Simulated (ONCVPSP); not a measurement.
An all-electron radial function and its pseudo partner (caesium (Cs))

Columns: radius, all-electron u(r) and pseudo u(r) of the 5s shell (level -26.79 eV) of caesium in the configuration [Kr] 4d10 5s2 5p6 6s1; PBEsol, scalar-relativistic, ONCV scheme, ONCVPSP 4.0.1.

```tsv
r (bohr)	all-electron	pseudo
0.145	0.0953	0.1107
0.290	0.1844	0.2199
0.435	-0.3239	0.3258
0.580	-0.4614	0.4265
0.725	-0.2376	0.5195
0.870	0.1119	0.6021
1.015	0.4346	0.6715
1.160	0.6713	0.7252
1.305	0.8154	0.7612
1.450	0.8814	0.7785
1.595	0.8887	0.7771
1.740	0.8557	0.7580
1.885	0.7977	0.7232
2.030	0.7261	0.6758
2.175	0.6490	0.6191
2.320	0.5721	0.5568
2.465	0.4986	0.4923
2.610	0.4306	0.4288
2.755	0.3692	0.3689
2.900	0.3146	0.3146
3.045	0.2667	0.2667
3.190	0.2251	0.2251
3.335	0.1894	0.1894
3.480	0.1588	0.1588
3.625	0.1329	0.1329
3.770	0.1109	0.1109
```

**Question.** How many radial nodes do the two functions have?

**Answer.** The all-electron 5s function has n − l − 1 = 4 (the table is too coarse to show those close to the nucleus); the pseudo-wave has 0, since the states of the same l below it are removed with the core.

**Question.** At about which radius was the pseudo-wave matched?

**Answer.** 2.90 bohr, where the columns begin to agree (steps of 0.14 bohr).

**Question.** Where does each function peak?

**Answer.** Outermost all-electron maximum near 1.59 bohr, pseudo maximum near 1.45 bohr (to the table’s step).

**Question.** Is the pseudo-wave norm-conserving?

**Answer.** Yes: the ONCV scheme keeps the norm inside the radius equal to the all-electron one, which fixes the energy derivative of the logarithmic derivative at the level.
